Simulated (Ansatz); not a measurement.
**Two structures, one formula**

Two relaxed structures of AlH4SeO (charge +1), singlet (PBE0-D4/def2-TZVP; forces vanish, vibrations not checked).

A:

| atom | x (Å) | y (Å) | z (Å) |
| --- | --- | --- | --- |
| Al1 | 0.1196 | 0.4927 | -0.5087 |
| O2 | 0.2296 | -1.3834 | -0.3700 |
| Se3 | 1.2205 | 1.5918 | 1.1344 |
| H4 | -0.1949 | -1.9781 | -1.0069 |
| H5 | -0.7429 | 0.7279 | -1.7808 |
| H6 | 0.6879 | -1.9028 | 0.3061 |
| H7 | 1.6574 | 0.3266 | 1.7493 |

B:

Al1  (-1.274, 1.055, -0.519)
O2  (0.714, -1.516, -0.069)
Se3  (-0.145, -0.238, 1.160)
H4  (-2.046, 2.169, 0.267)
H5  (-1.015, 0.541, -1.975)
H6  (0.423, -2.430, 0.094)
H7  (1.684, -1.476, -0.018)
(Å)

Ansatz 0.2.0; basis: def2-TZVPP; cores frozen in the correlated methods. Filled d shells of the heavier atoms are correlated. The def2 sets are not built for correlating such inner shells, so the correlated values are less sure here. B3LYP uses VWN-RPA correlation.

Question: Which structure is lower at CCSD(T), and by how much? (Judge from chemistry; the value comes from the calculation.)

Answer: By the calculation: A, by 65.69 kcal/mol (electronic energy, against the other). By their contacts, A is AlH₄SeO ([OH2][AlH][SeH]), total charge +1 and B is AlH₄SeO ([OH2][Se][AlH2]), total charge +1.

All methods give the same order:

```json
{"method": "PBE-D4", "E(B) − E(A) (kcal/mol)": "61.58"}
{"method": "r2SCAN-D4", "E(B) − E(A) (kcal/mol)": "66.51"}
{"method": "PBE0-D4", "E(B) − E(A) (kcal/mol)": "64.52"}
{"method": "B3LYP-D4", "E(B) − E(A) (kcal/mol)": "62.16"}
{"method": "wB97M-V", "E(B) − E(A) (kcal/mol)": "62.95"}
{"method": "HF", "E(B) − E(A) (kcal/mol)": "63.75"}
{"method": "MP2", "E(B) − E(A) (kcal/mol)": "69.26"}
{"method": "CCSD", "E(B) − E(A) (kcal/mol)": "65.62"}
{"method": "CCSD(T)", "E(B) − E(A) (kcal/mol)": "65.69"}
```

T1 diagnostic: at most 0.011.

Labels in which every atom is bracketed show which atoms are joined, not bond orders.

For scale, one of the runs: CCSD(T)/def2-TZVPP, 177 basis functions, launched by `ansatz run in.yaml --threads 2 --pin off --events-out ev --progress --plain --max-ram 4352MiB`. Time: 54 s of wall clock on 2 CPU threads of an Arm Neoverse V2; the host was shared. Peak host memory: 1.6 GiB.
